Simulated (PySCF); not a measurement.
Worked example: entropy of an ideal gas

B(Br)2(OH) (BBr2HO), SMILES BrB(O)Br.

Coordinates come from a PBE-D3(BJ)/def2-SVP optimisation. Other conformers were not sampled.

PBE-D3(BJ)/def2-SVP in PySCF gives the harmonic wavenumbers 164, 294, 421, 441, 559, 751, 1053, 1345, 3712 cm⁻¹ and the rotational temperatures 0.2719, 0.0541, 0.0451 K. The molar mass is 187.62 g/mol, the symmetry number 1, the spin multiplicity 1.

Question: Work out the entropy at 298.15 K and 1 atm in the rigid-rotor, harmonic-oscillator model.

Answer: 
Translation (Sackur–Tetrode at 1 atm): S = R[1.5 ln M + 2.5 ln T − 1.16487] = 174.0 J/(mol K).
Rotation: q = (√π/σ) T^1.5/√(θA θB θC) = 354000, S = R[ln q + 3/2] = 118.7 J/(mol K).
Vibration: with u = 1.4388 ν/T, each mode gives R[u/(e^u − 1) − ln(1 − e^−u)]:
| ν (cm⁻¹) | modes | u | S (J/(mol K)) |
|---|---|---|---|
| 164 | 1 | 0.79 | 10.47 |
| 294 | 1 | 1.42 | 6.07 |
| 421 | 1 | 2.03 | 3.72 |
| 441 | 1 | 2.13 | 3.45 |
| 559 | 1 | 2.70 | 2.20 |
| 751 | 1 | 3.62 | 1.05 |
| 1053 | 1 | 5.08 | 0.32 |
| 1345 | 1 | 6.49 | 0.09 |
The stiffer modes add less than 0.005 each. Sum 27.4 J/(mol K).
Spin: R ln 1 = 0.0 J/(mol K).
Total 320.1 J/(mol K); the program's own thermochemistry gives 320.1. Translation makes up 54 % and vibration 9 %. Anharmonicity, hindered rotation and orbital degeneracy are left out.
